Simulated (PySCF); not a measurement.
## Two-component Hartree-Fock for I²²⁺ (iodine, charge +22)

Start: [Ar] 3d10 4s2 4p1; 4p1/2 filled at m_j = +1/2. Calculated with PySCF 2.14 in an even-tempered Gaussian basis (17 s from 1.5 bohr⁻², ratio 2.8; 13 p from 2 bohr⁻², ratio 2.8; 8 d from 3.5 bohr⁻², ratio 2.8; 4 f from 9.6 bohr⁻², ratio 3): generalised Hartree-Fock with the X2C-1e Hamiltonian and a Gaussian nucleus; one run each with spin-orbit coupling (SO) switched off, then screened by Boettger's factors.

| spinor shell | electrons | ε, spin-free (eV) | ε, screened SO (eV) | weight of nominal j (screened SO) | rms radius, screened SO (bohr) |
| --- | --- | --- | --- | --- | --- |
| 1s1/2 | 2 | -34002.9 | -33998.9 | 1.000 | 0.0311 |
| 2s1/2 | 2 | -5904.9 | -5903.2 | 1.000 | 0.127 |
| 2p1/2 | 2 | -5361.4 | -5570.0 | 1.000 | 0.109 |
| 2p3/2 | 4 | -5361.4 | -5266.6 | 1.000 | 0.115 |
| 3s1/2 | 2 | -1721.7 | -1720.9 | 1.000 | 0.330 |
| 3p1/2 | 2 | -1539.9 | -1581.8 | 1.000 | 0.322 |
| 3d3/2 | 4 | -1274.6 | -1281.7 | 1.000 | 0.304 |
| 3d5/2 | 6 | -1274.6 | -1268.7 | 1.000 | 0.307 |
| 4s1/2 | 2 | -728.05 | -727.70 | 0.999 | 0.715 |
| 4p1/2 | 1 | -670.77 | -681.80 | 1.000 | 0.731 |

(1) Where does 3p3/2 lie, and what is the 3p spin-orbit splitting (screened SO)?

| quantity | spin-free | screened SO |
| --- | --- | --- |
| E (hartree) | -6896.07590 | -6898.57270 |
| M_J | 1/2 | 1/2 |
| ⟨J²⟩ | 1.092 | 0.753 |
| ⟨L²⟩ | 2.010 | 2.021 |
| ⟨S²⟩ | 0.753 | 0.766 |

Each row is a mean over spinors that exchange with the open shell spreads, by up to 3.862 eV (3p1/2).

Breit and QED terms are absent; they matter most for the inner s and p1/2 levels.

Densities and radii are taken from the X2C orbitals without a picture-change correction, which distorts them close to the nucleus.

Without spin-orbit coupling the j labels of p, d and f shells carry no meaning; the spin-free column gives the mean over the occupied spinors of each nl shell, and its ⟨J²⟩ belongs to a mixture of degenerate components.

## Answers

(1) At -1520.1 eV, 61.721 eV above 3p1/2.
